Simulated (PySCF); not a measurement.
Atoms are numbered as in `[CH3:1]/[CH:2]=[CH:3]/[C:4](=[O:5])[CH2:6][CH2:7][SiH3:8]`; H(Xn) means a hydrogen on atom n.

PySCF 2.14.0 with density-fitted response routines calculation with NMR shieldings at PBE0/pcSseg-1/GIAO and coordinates at the GFN2-xTB level; one averaged value for each set of equivalent atoms, single conformer, no solvent model, non-relativistic Hamiltonian.

References, each an isolated molecule treated in the same way: TMS for ¹³C.

**Question.** Do the ¹³C shifts follow the atomic charges (in e)? Tabulate both.

**Answer.** 
| atoms | hybridisation | δ (ppm) | σ para (ppm) | Hirshfeld | IAO | Mulliken | ESP-fitted |
| --- | --- | --- | --- | --- | --- | --- | --- |
| C4 | sp2 | 208.4 | -276 | +0.17 | +0.37 | +0.25 | +0.67 |
| C2 | sp2 | 154.3 | -227 | -0.00 | -0.08 | -0.21 | +0.20 |
| C3 | sp2 | 140.6 | -211 | -0.07 | -0.21 | -0.13 | -0.62 |
| C6 | sp3 | 35.8 | -104 | -0.08 | -0.30 | -0.26 | -0.08 |
| C1 | sp3 | 23.3 | -83 | -0.11 | -0.43 | -0.20 | -0.36 |
| C7 | sp3 | 4.4 | -67 | -0.16 | -0.53 | -0.49 | -0.19 |

Correlation coefficients of δ with charge over these carbons: Hirshfeld +0.89, IAO +0.92, Mulliken +0.83, ESP-fitted +0.56; with the paramagnetic shielding -1.00. With so few points, grouped by hybridisation, these coefficients are fragile. Charge is one influence among several: hybridisation and low-lying excitations act through the paramagnetic term.

Shifts are as computed. Against solution values, carbons near 30 ppm lie about +3 ppm off and those near 130 ppm about +5 ppm. Of 1309 compounds with measured shifts, 239 miss one by over three times the rms of a fit or turn the order of signals round; such compounds aren't used in these exercises.
